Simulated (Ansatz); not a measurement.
Species: CH5BNO2, net charge -1, singlet state. It need not be the lowest isomer of its formula. Whether it binds its extra electron was not tested at this geometry. 
Coordinates optimised at B3LYP-D3(BJ)/def2-TZVP (Ansatz, a first-principles code):
```
N
H 1 1.0094
C 1 1.4413 2 112.06
H 3 1.0985 1 110.99 2 -162.42
H 3 1.0987 4 105.59 1 -120.90
H 3 1.1084 4 106.01 5 -113.01
B 1 1.5119 2 109.32 3 142.70
O 7 1.2869 1 123.10 2 12.17
O 7 1.4517 8 124.45 1 -179.10
H 9 0.9610 7 111.04 8 174.09
```
Charge -1, spin multiplicity 1.

Basis-set convergence of Hartree-Fock and MP2 correlation energies (hartree) with Ansatz. Valence correlation only, unless marked. Spin-orbit coupling is left out. No relativistic terms. This anion needs diffuse functions, which these sets lack.

| basis | functions | E(HF) | E(corr, MP2) |
|---|---|---|---|
| cc-pVDZ | 95 | -269.75919 | -0.77771 |
| cc-pVTZ | 220 | -269.85533 | -0.98271 |
| cc-pVQZ | 425 | ? | ? |

### Question
Complete the blanks.

### Answer

- cc-pVQZ, E(HF): -269.87913
- cc-pVQZ, E(corr, MP2): -1.05644
